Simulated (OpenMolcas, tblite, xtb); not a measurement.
## SiNH4ClO (SMILES N[SiH](O)Cl): the vertical ionisation energy, rung by rung

SiNH4ClO has 8 atoms, charge 0, and is taken as a singlet. As SMILES, `N[SiH](O)Cl`. The shape is that of a PBE0-D4/def2-TZVP optimisation. This is one conformer, not always the lowest.

Each level gives the vertical ionisation energy (to the doublet cation) (eV). The values are calculated.

| level | kind | program | value (eV) | less CCSD(T)/6-31G* | CPU time (all runs) |
| --- | --- | --- | --- | --- | --- |
| GFN2-xTB | semi-empirical | xtb | 14.20 | +4.12 | under 2 s |
| IPEA1-xTB | semi-empirical | tblite | 14.53 | +4.45 | under 2 s |
| HF/6-31G* (spherical functions) | Hartree–Fock | OpenMolcas | 9.28 | -0.80 | 15 s |
| SVWN5/6-31G* (spherical functions) | LDA | OpenMolcas | 9.95 | -0.13 | 73 s |
| revPBE/6-31G* (spherical functions) | GGA | OpenMolcas | 9.75 | -0.33 | 96 s |
| M06-L/6-31G* (spherical functions) | meta-GGA | OpenMolcas | 10.07 | -0.01 | 1.8 min |
| B3LYP/6-31G* (spherical functions) | global hybrid | OpenMolcas | 10.18 | +0.10 | 88 s |
| CCSD(T)/6-31G* (spherical functions), open shells restricted | coupled cluster or CI | OpenMolcas | 10.08 | 0.00 | 73 s |

CCSD(T)/6-31G* (spherical functions), open shells restricted is the highest level here, not the true value. The values span 9.28 to 14.53 eV. The xTB values lack the empirical shift that such differences need. Times are those of the runs behind each value, whatever else they computed, on shared processors of several kinds: orders of magnitude only.
